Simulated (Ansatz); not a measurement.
Energy profile

The step: CH₅GaO ([CH3][GaH][OH]) → GaHO ([O][GaH]) + CH₄; bonds formed: C2–H4; bonds broken: Ga1–C2, O3–H4 (atoms numbered as in the saddle structure below).

```xyz
8
angstrom
Ga -1.1182 -0.2112 -0.8274
C 0.6647 0.2917 0.4989
O -0.6441 -1.8232 -0.5225
H 0.2032 -0.9165 0.1276
H -1.8524 1.0393 -1.3341
H 0.1238 0.8816 1.2443
H 1.1508 0.9574 -0.2206
H 1.4722 -0.2192 1.0338
```

Electronic energies by CCSD(T) at an estimated basis limit (MP2 extrapolated from triple and quadruple zeta, plus CCSD(T) − MP2 in triple zeta), on PBE0-D4/def2-TZVP structures; CH5GaO, closed shell; no counterpoise correction. Computed with Ansatz 0.2.0 (basis: def2-TZVPP and def2-QZVPP); correlated methods freeze the cores. Filled d shells of the heavier atoms are correlated. The def2 sets are not built for correlating such inner shells, so the correlated values are less sure here. Extrapolation: Hartree–Fock as exp(−7.88 √X), correlation as X^−2.97.

**Question.** Give the profile in kJ/mol, counted from the start structure. (To be estimated.)

**Answer.** By the calculation:
```tsv
point	kJ/mol
start structure	0.0
saddle	294.8
end structure	171.0
separated: GaHO (linked as [O][GaH]; Ga1, O3, H5; singlet) + CH4 (C2, H4, H6, H7, H8; singlet)	178.5
```

No T1 diagnostic of these runs exceeds 0.028. The T1 diagnostic is large here, which may signal multireference character or strong orbital relaxation, so CCSD(T) is less sure.

For scale, one of the runs: CCSD(T)/def2-TZVPP, 180 basis functions, launched by `ansatz run in.yaml --threads 2 --pin off --events-out ev --progress --plain --max-ram 4352MiB`. The run took 51 s on 2 CPU threads of an Intel Xeon Platinum 8259CL (shared host), with 1.8 GiB of host memory at its peak.
